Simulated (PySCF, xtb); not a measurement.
Si(H)2(Me)(OAc) (C3H8O2Si), SMILES C[SiH2]OC(C)=O.

GFN2-xTB (xtb 6.7.1) at its own geometry gives an orbital gap of 4.78 eV and a dipole moment of 1.97 D.

Geometry: PBE0-D3(BJ)/def2-SVP. Other conformers were not sampled.

**Question.** What does PBE/def2-TZVP in PySCF give? (Estimate from the structure and the level; the computed values follow.)

**Answer.** gap 5.31 eV (levels -6.38 and -1.06 eV), dipole 1.44 D.
